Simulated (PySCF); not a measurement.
Dipole response of I²⁺ (iodine, charge +2)

[Kr] 4d10 5s2 5p3, high-spin 4S determinant. Computed with PySCF 2.14 in aug-cc-pwCVTZ-DK3, with the spin-free X2C one-electron Hamiltonian (Gaussian nucleus). Coupled (time-dependent) response in atomic units; α is the mean over directions.

```
method  mean α (bohr³)  C₆ (like pair)  S(−4)
M06-2X           12.79           86.31  32.13
```

S(−4) is the Cauchy moment in α(ω) = α(0) + S(−4) ω² + …

α(iu) at M06-2X:

```tsv
u (hartree)	α(iu) (bohr³)
0	12.79
0.0500	12.71
0.100	12.48
0.200	11.64
0.300	10.49
0.500	8.076
0.750	5.750
1.00	4.248
1.50	2.640
2.00	1.857
3.00	1.111
5.00	0.5462
```

A single London oscillator, α(iu) = α/(1 + u²/ω²), gives C₆ = (3/4) ω α². Matching the computed C₆ needs ω = 4 × 86.31 / (3 × 12.79²) = 0.703 hartree.

For an ion, C₆ is the dispersion term alone; charge-induced terms of lower order in 1/R come first.
